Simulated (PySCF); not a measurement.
# `[BH3-][P+]1(C)CCOCC1`, C$_{5}$H$_{14}$BOP

Molfile (atoms numbered from 1):
```
C5H14BOP
     RDKit          3D

 22 22  0  0  0  0  0  0  0  0999 V2000
    2.4419    0.1982   -1.1169 B   0  0  0  0  0  0  0  0  0  0  0  0
    0.8068    0.0936   -0.1244 P   0  0  0  0  0  0  0  0  0  0  0  0
    0.9271    0.3137    1.6973 C   0  0  0  0  0  0  0  0  0  0  0  0
   -0.5077    1.2878   -0.6247 C   0  0  0  0  0  0  0  0  0  0  0  0
   -1.8947    0.9347   -0.0867 C   0  0  0  0  0  0  0  0  0  0  0  0
   -2.3203   -0.3559   -0.4498 O   0  0  0  0  0  0  0  0  0  0  0  0
   -1.5887   -1.3834    0.1728 C   0  0  0  0  0  0  0  0  0  0  0  0
   -0.1426   -1.4771   -0.3148 C   0  0  0  0  0  0  0  0  0  0  0  0
    2.1220    0.0291   -2.2529 H   0  0  0  0  0  0  0  0  0  0  0  0
    2.8688    1.2899   -0.8999 H   0  0  0  0  0  0  0  0  0  0  0  0
    3.1279   -0.6734   -0.6800 H   0  0  0  0  0  0  0  0  0  0  0  0
   -0.0326    0.2450    2.2049 H   0  0  0  0  0  0  0  0  0  0  0  0
    1.5988   -0.4505    2.0856 H   0  0  0  0  0  0  0  0  0  0  0  0
    1.3710    1.2892    1.8902 H   0  0  0  0  0  0  0  0  0  0  0  0
   -0.5267    1.2776   -1.7177 H   0  0  0  0  0  0  0  0  0  0  0  0
   -0.2173    2.2891   -0.2994 H   0  0  0  0  0  0  0  0  0  0  0  0
   -1.9190    1.0422    1.0091 H   0  0  0  0  0  0  0  0  0  0  0  0
   -2.6392    1.6129   -0.5139 H   0  0  0  0  0  0  0  0  0  0  0  0
   -2.1223   -2.3056   -0.0753 H   0  0  0  0  0  0  0  0  0  0  0  0
   -1.6166   -1.2526    1.2661 H   0  0  0  0  0  0  0  0  0  0  0  0
   -0.1320   -1.7102   -1.3827 H   0  0  0  0  0  0  0  0  0  0  0  0
    0.3849   -2.2750    0.2123 H   0  0  0  0  0  0  0  0  0  0  0  0
  1  2  1  0
  2  3  1  0
  2  4  1  0
  4  5  1  0
  5  6  1  0
  6  7  1  0
  7  8  1  0
  8  2  1  0
  1  9  1  0
  1 10  1  0
  1 11  1  0
  3 12  1  0
  3 13  1  0
  3 14  1  0
  4 15  1  0
  4 16  1  0
  5 17  1  0
  5 18  1  0
  7 19  1  0
  7 20  1  0
  8 21  1  0
  8 22  1  0
M  CHG  2   1  -1   2   1
M  END
```

Computed, not measured: GIAO CAM-B3LYP/pcSseg-1 magnetisability, rotational g tensor and spin-rotation constants, non-relativistic, gas phase (PySCF). Geometry: GFN2-xTB.

(1) Give the nuclear spin-rotation constants along the inertial axes (H = +C I·J) beside the isotropic shieldings.

(2) How do the rotational constants and the g tensor change when H9, H10, H11, H12, H13, H14, H15, H16, H17, H18, H19, H20, H21, H22 are replaced by deuterium?

Results:

(1) Rotational constants 2.6017, 1.3012, 1.2193 GHz. A star marks the isotopologue with that one atom substituted, in its own axes.
| atom | isotope | Caa (kHz) | Cbb (kHz) | Ccc (kHz) | mean (kHz) | σ (ppm) |
| --- | --- | --- | --- | --- | --- | --- |
| B1 | 11B | 0.303 | 0.156 | 0.135 | 0.198 | 145.5 |
| P2 | 31P | 4.057 | 2.146 | 1.797 | 2.667 | 327.8 |
| H9 | 1H | -0.229 | -0.139 | 0.012 | -0.118 | 31.2 |
| H10 | 1H | -0.161 | -0.032 | -0.119 | -0.104 | 31.2 |
| H11 | 1H | -0.161 | -0.032 | -0.119 | -0.104 | 31.2 |
| H12 | 1H | -0.039 | -0.149 | -0.088 | -0.092 | 29.9 |
| H13 | 1H | -0.221 | -0.046 | -0.117 | -0.128 | 30.8 |
| H14 | 1H | -0.220 | -0.047 | -0.117 | -0.128 | 30.8 |
| H15 | 1H | -0.311 | -0.138 | 0.037 | -0.138 | 29.8 |
| H16 | 1H | -0.260 | -0.008 | -0.132 | -0.133 | 30.7 |
| H17 | 1H | -0.297 | -0.132 | 0.064 | -0.122 | 28.2 |
| H18 | 1H | -0.119 | -0.025 | -0.103 | -0.082 | 27.4 |
| H19 | 1H | -0.118 | -0.025 | -0.103 | -0.082 | 27.4 |
| H20 | 1H | -0.297 | -0.132 | 0.064 | -0.122 | 28.2 |
| H21 | 1H | -0.311 | -0.138 | 0.037 | -0.138 | 29.8 |
| H22 | 1H | -0.260 | -0.008 | -0.132 | -0.133 | 30.7 |
| C3 | 13C* | 0.372 | 0.145 | 0.156 | 0.224 | 177.5 |
| C4 | 13C* | 0.409 | 0.227 | 0.175 | 0.270 | 157.6 |
| C5 | 13C* | 0.657 | 0.232 | 0.272 | 0.387 | 117.3 |
| O6 | 17O* | -0.204 | -0.190 | -0.045 | -0.146 | 289.9 |

For the geometry as given, no vibrational averaging.

(2) Constants 2.0120, 1.0928, 1.0294 GHz; g -0.0036, -0.0126, -0.0126, against -0.0047, -0.0150, -0.0149 before.
